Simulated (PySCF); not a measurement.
Species: C₅H₉F₃N (charge +1).
InChI=1S/C5H8F3N/c6-5(7,8)4-2-1-3-9-4/h4,9H,1-3H2/p+1/t4-/m0/s1

Computed, not measured: PySCF, TDDFT PBE0/def2-SVPD, vertical, gas phase, core orbitals frozen in the response. The structure is a single GFN2-xTB conformer in the gas phase; no vibrational or solvent corrections.

Question: List the vertical singlet excitations with oscillator strengths and describe the spectrum.

Answer: 

```csv
state,E (eV),E (kJ/mol),λ (nm),f,"main configurations (H = HOMO, L = LUMO)"
S1,8.85,854,140.1,0.0012,H→L (98%)
S2,9.45,912,131.2,0.010,H-1→L (97%)
S3,9.56,923,129.6,0.012,H-2→L (97%)
S4,9.63,930,128.7,0.029,H→L+1 (96%)
S5,9.93,958,124.8,0.021,H-3→L (95%)
S6,10.15,979,122.2,0.0054,"H→L+2 (70%), H-1→L+1 (25%)"
```

Triplets, Tamm–Dancoff:

| state | E (eV) | λ (nm) | main configurations (H = HOMO, L = LUMO) |
| --- | --- | --- | --- |
| T1 | 8.71 | 142.4 | H→L (95%) |
| T2 | 9.31 | 133.2 | H-1→L (74%), H→L+1 (19%) |

The lowest singlet comes at 140 nm (854 kJ/mol) in the vacuum ultraviolet; it is very weak; its leading configuration is HOMO→LUMO (98%). The strongest level in the table is S4 at 9.63 eV (129 nm, f = 0.029). Löwdin shares by element: HOMO carbon 40% or more, hydrogen 23% or more (atoms not listed hold the other 37%); LUMO hydrogen 34% or more, nitrogen 15%, carbon 10% or more (atoms not listed hold the other 41%). The oscillator strengths of these states sum to 0.079; summed over the whole spectrum of an exact calculation they would give the number of electrons, 72 (Thomas–Reiche–Kuhn). Of the 6 states listed, 4 reach f = 0.01 and none stays under 0.0005. Weighted by f, the mean energy of these states is 9.70 eV. Singlets were solved by full linear response, triplets in the Tamm–Dancoff approximation.
